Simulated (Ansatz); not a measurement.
System: C2H8PSi, net charge 0, doublet state. It need not be the lowest isomer of its formula. 
Geometry from a B3LYP-D3(BJ)/def2-TZVP (Ansatz, a quantum-chemistry and plane-wave program) optimisation:
```xyz
12

C     -1.9565     0.4776     0.1657
Si    -0.3614    -0.4094    -0.3042
C     -0.0179    -1.8222     0.8970
P      1.3130     1.1224    -0.4412
H     -2.1742     1.2930    -0.5250
H     -2.8025    -0.2124     0.1599
H     -1.8758     0.8996     1.1729
H     -0.8400    -2.5413     0.9006
H      0.8996    -2.3501     0.6356
H      0.0944    -1.4289     1.9125
H      1.5908     1.1426     0.9561
H      2.3191     0.1597    -0.7130
```
Charge 0, spin multiplicity 2.

Property: atomisation energy (electronic, to ground-state atoms), in kJ/mol. Valence correlation only, unless marked. Open shells are spin-unrestricted. No spin-orbit coupling. Non-relativistic. The coupled-cluster limit lacks core correlation, which all-electron functionals hold. CBS(X,Y): correlation extrapolated as X^-3; Hartree-Fock from the larger set.

```tsv
level	program	atomisation energy (kJ/mol)
HF/6-31G*	Ansatz	2989.7
BLYP-D4/def2-TZVPD	Ansatz + dftd4	4046.1
```

Q: What does CCSD(T)/CBS(cc-pV(T+d)Z,cc-pV(Q+d)Z) (Ansatz) give?

A: 4058.0 kJ/mol, so BLYP-D4/def2-TZVPD differs from it by -11.9 kJ/mol.
